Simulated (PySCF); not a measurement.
C₂H₇BrSi, SMILES CC[SiH2]Br. Coordinates come from a PBE-D3(BJ)/def2-SVP optimisation. One conformer was computed; it need not be the lowest.

Task: Give the equilibrium geometry at PBE-D3(BJ)/def2-SVP (PySCF confirms it by a frequency run) as bond lengths and angles. (An estimate is asked for; the answer gives what the named calculation found.)

Result: This is not unique; one that fits is 
Atoms: Si1 Br2 C3 C4 H5 H6 H7 H8 H9 H10 H11. Bond lengths (Å): Si1–Br2 2.254, Si1–C3 1.888, Si1–H5 1.504, Si1–H6 1.503, C3–C4 1.533, C3–H7 1.114, C3–H8 1.112, C4–H9 1.109, C4–H10 1.110, C4–H11 1.109. Angles (°): Br2–Si1–C3 109.6, Br2–Si1–H5 107.1, Br2–Si1–H6 107.6, C3–Si1–H5 111.4, C3–Si1–H6 111.4, H5–Si1–H6 109.6, Si1–C3–C4 114.8, Si1–C3–H7 106.1, Si1–C3–H8 107.4, C4–C3–H7 111.2, C4–C3–H8 111.1, H7–C3–H8 105.9, C3–C4–H9 111.5, C3–C4–H10 111.6, C3–C4–H11 111.1, H9–C4–H10 107.4, H9–C4–H11 107.6, H10–C4–H11 107.3.
